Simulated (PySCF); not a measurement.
**Magnetic susceptibility: [C₆H₁₀OP]+, charge +1**

Cartesian coordinates in Å; atom numbers follow the order of the lines, from 1:
```xyz
18

C     2.583    0.908   -1.115
C     1.740   -0.114   -1.090
C     0.779   -0.318   -0.018
C    -0.002   -1.278    0.276
O    -0.719   -2.167    0.740
C    -2.087   -2.370    0.339
P     0.613    1.078    1.293
C    -0.563    2.159    0.381
H     2.612    1.651   -0.330
H     3.290    1.026   -1.918
H     1.733   -0.862   -1.868
H    -2.158   -3.386   -0.049
H    -2.703   -2.287    1.235
H    -2.400   -1.649   -0.417
H    -0.347    0.412    2.082
H    -0.061    2.623   -0.468
H    -1.447    1.628    0.034
H    -0.873    2.953    1.061
```

Total charge +1.

Computed, not measured: GIAO PBE/pcSseg-1 magnetisability, rotational g tensor and spin-rotation constants, non-relativistic, gas phase in PySCF. Geometry: GFN2-xTB.

The bonding changed while the geometry was optimised; results refer to the coordinates, not to the name. For an ion the centre-of-mass motion in the field is neglected.

Question: How diamagnetic is it, and how anisotropic?

Answer: Isotropic -1254 × 10⁻³⁰ J/T², or -75.5 × 10⁻⁶ cm³/mol; principal values -1467, -1160, -1134 × 10⁻³⁰ J/T², anisotropy 320 × 10⁻³⁰ J/T² (root of half the summed squared differences of the principal values). The susceptibility is in cgs units.

Question: Split it along the inertial axes a, b, c into diamagnetic and paramagnetic parts about the centre of mass, with the quadrupole moment.

Answer: 
```csv
axis,χ (10⁻⁶ cm³/mol),diamagnetic (10⁻⁶ cm³/mol),paramagnetic (10⁻⁶ cm³/mol),summed x² of all electrons (Å²),quadrupole Θ (D Å)
a,-69.9,-638.4,568.5,242.5,+24.27
b,-71.9,-1191.4,1119.5,112.2,-3.21
c,-84.7,-1504.8,1420.1,38.3,-21.05
```
Anisotropies 2χaa − χbb − χcc = +16.9 and 2χbb − χaa − χcc = +10.7 × 10⁻⁶ cm³/mol. Θ is traceless in Buckingham's convention.

Question: And the rotational g tensor?

Answer: 
| axis | rotational constant (GHz) | g | nuclear part | electronic part |
| --- | --- | --- | --- | --- |
| a | 2.2728 | -0.0160 | 0.5910 | -0.6070 |
| b | 1.1001 | +0.0017 | 0.5803 | -0.5786 |
| c | 0.8524 | +0.0106 | 0.5793 | -0.5687 |

Asymmetric top; isotopes 12C, 1H, 16O, 31P; no vibrational averaging.
